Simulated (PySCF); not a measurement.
Computed IR spectrum (relative IR intensity) of a molecule H7NO2Si2. Coordinates come from a PBE-D3(BJ)/def2-SVP optimisation. Other conformers were not sampled. Calculation: PySCF with PBE-D3(BJ)/def2-SVP. Frequencies are harmonic and unscaled.

Lines under 2 % of the strongest are left out, and lines within 2 cm⁻¹ are merged.

| ν (cm⁻¹) | relative intensity |
|---|---|
| 203 | 18 |
| 264 | 5.4 |
| 280 | 39 |
| 348 | 48 |
| 438 | 20 |
| 535 | 6.1 |
| 633 | 27 |
| 735 | 3.7 |
| 778 | 7.1 |
| 810 | 18 |
| 835 | 8.2 |
| 870 | 80 |
| 882 | 28 |
| 885 | 77 |
| 901 | 28 |
| 934 | 30 |
| 952 | 67 |
| 1004 | 100 |
| 1497 | 9.7 |
| 2175 | 39 |
| 2179 | 28 |
| 2202 | 49 |
| 2209 | 35 |
| 3485 | 5.7 |
| 3582 | 7.8 |
| 3760 | 18 |

**Question.** Pick the molecule that these values belong to.
A. N[SiH2][SiH](O)O
B. O[SiH2]N[SiH2]O
C. N[SiH2]O[SiH2]O
D. O[SiH](O)N[SiH3]

**Answer.** C, N[SiH2]O[SiH2]O
